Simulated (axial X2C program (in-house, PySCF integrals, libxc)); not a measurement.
# What spin–orbit coupling does to BeAl

All values were computed with an in-house relativistic program for diatomic molecules. Spin-free means the one-electron spin-free X2C Hamiltonian; two-component (2c) means X2C with spin–orbit coupling and atomic mean-field two-electron Coulomb and Gaunt terms, so the difference of the two also holds small scalar two-electron terms. Basis: Al dyall-v3z [8s8p2d1f], Be dyall-cv3z [8s8p3d1f] (cores contracted in-house); Gaussian nuclei, density fitting, unrestricted open shells. Masses: Al 26.982 u, Be 9.012 u.

Spin-free state: M_S = 1/2, Λ = 1 (beyond evenly filled blocks: π+α); fragments Al + Be.

```
  level  Re (Å)  ωe (cm⁻¹)  De (eV)  μ (D)
   PBE0   2.421      392.5    0.726   0.25
     HF   2.718      127.9   -0.058   0.73
    MP2   2.417      419.6    0.506    n/a
   CCSD   2.452      348.9    0.366    n/a
CCSD(T)   2.427      384.9    0.519    n/a
    PBE   2.416      400.8    0.868   0.05
```

Correlated methods: 5 electrons correlated (number of frozen shells: Al 2 s, 1 p; Be 1 s), 149 virtual spin orbitals or spinors in MP2, 90 natural virtuals in coupled cluster.

Dipoles are positive if Be is the positive end.

Q: Within this multiplet, which Ω should lie lowest by the rule for regular and inverted multiplets?

A: The open π shell holds one electron, so the multiplet is regular: Ω = Λ − 1/2 = 1/2. The PBE0 2c search agrees, though Ω = 3/2 of the search lies only 0.01 eV higher.

Two-component determinant lowest at the distance of the search:

Ω = 1/2 (⟨Sz⟩ = -0.50, ⟨Lz⟩ = 1.00 at HF); fragments Al + Be.

```
  level  Re (Å)  ωe (cm⁻¹)  De (eV)  μ (D)
   PBE0   2.421      393.0    0.729   0.24
     HF   2.723      125.9   -0.054   0.73
    MP2   2.417      419.0    0.505    n/a
   CCSD   2.453      348.3    0.360    n/a
CCSD(T)   2.428      384.5    0.514    n/a
    PBE   2.416      400.5    0.871   0.05
```

Q: From the two tables, how do the constants change at the CCSD(T) level (2c against spin-free)?

A: At the CCSD(T) level Re is unchanged within 0.001 Å and ωe drops by 0.4 cm⁻¹; De changes by -0.005 eV.

The state is one determinant whose occupation by symmetry is held fixed; it was picked as the lowest of a PBE0 search that is not exhaustive. De is counted from the lowest determinant-based energies of the atoms at the same level, without counterpoise correction. Density functionals use the spin component along the axis (collinear). CCSD and (T) use frozen natural virtuals with an MP2 correction for the truncation; (T) itself is uncorrected, so its De runs slightly low. The 2c atoms are single determinants rather than J levels; their spin–orbit lowering is only partly caught, and De is too large by that part. This holds for PBE0, PBE. Other states lie close and PBE0, whose exact exchange favours high spin, may order them wrongly; the determinant shown need not be the ground state. The nearest other spin-free determinant of the search, M_S = 1/2, Λ = 0, lies 0.15 eV up at the distance of the search. Without a current term, density functionals place determinants with orbital angular momentum somewhat too high. The atomic limit has a lower orbital projection than the molecule and lies lower at mean-field level, so De may be about a tenth of an eV too small. Some points did not converge and are left out.
